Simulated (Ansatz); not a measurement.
## Reading a saddle point

A first-order saddle point of Si2H6Cl3OF, closed shell, PBE0-D4/def2-TZVP, with one imaginary mode of 921i cm⁻¹:

Si1  (-0.893, 0.709, -0.570)
Si2  (-0.451, -1.339, 0.813)
Cl3  (0.251, 1.531, -2.117)
Cl4  (-2.654, 1.709, -0.245)
F5  (-1.554, -0.480, -1.476)
H6  (1.877, 0.851, 0.434)
Cl7  (0.150, 1.903, 1.044)
H8  (0.891, -0.346, -0.070)
O9  (2.051, 0.049, -0.128)
H10  (0.479, -1.351, 1.972)
H11  (-0.437, -2.626, 0.081)
H12  (-1.819, -1.013, 1.297)
H13  (2.109, 0.400, -1.035)
(Å)

Computed with Ansatz 0.2.0 (basis: def2-TZVPP and def2-QZVPP); correlated methods freeze the cores. Extrapolation: Hartree–Fock as exp(−7.88 √X), correlation as X^−2.97.

(1) Which contacts change along the imaginary mode, and what lies on either side? (A judgement: the text doesn't fix the answer.)

(2) Which side is lower, and how far does the saddle lie above each? (Judge from chemistry; the value comes from the calculation.)

No T1 diagnostic of these runs exceeds 0.012.

## Answers

(1) Computed: The step is Si₂H₃Cl₂F ([F][Si]([SiH3])([Cl])[Cl]) + HCl + H₂O → SiCl₃F ([F][Si]([Cl])([Cl])[Cl]) + SiH₄ + H₂O, with the molecules in contact on both sides. Shortening one way: Si1–Cl7, Si2–H8, H6–O9; lengthening the same way: Si1–Si2, H6–Cl7, H8–O9.
```csv
pair,one side (Å),saddle (Å),other side (Å)
Si1–Cl7,3.79,2.26,2.02
Si2–H8,4.32,1.89,1.48
H6–O9,1.71,0.99,0.96
Si1–Si2,2.34,2.51,4.45
H6–Cl7,1.32,2.11,2.90
H8–O9,0.96,1.23,2.97
```

(2) The calculation gives: The side with Si1–Cl7, Si2–H8, H6–O9 short is lower by 17.59 kcal/mol; the saddle lies 62.67 kcal/mol above it and 45.08 kcal/mol above the other (CCSD(T) at an estimated basis limit (MP2 extrapolated from triple and quadruple zeta, plus CCSD(T) − MP2 in triple zeta); electronic energies).

Labels in which every atom is bracketed show which atoms are joined, not bond orders.

For scale, one of the runs: CCSD(T)/def2-TZVPP, 356 basis functions, launched by `ansatz run in.yaml --threads 4 --pin off --events-out ev --progress --plain --max-ram 46080MiB --backend cuda --devices 0, --max-vram 37GiB`. The run took 7 s on 4 CPU threads of an AMD EPYC 7R13 and a share of one NVIDIA H100 (shared host), with 0.9 GiB of host memory at its peak.
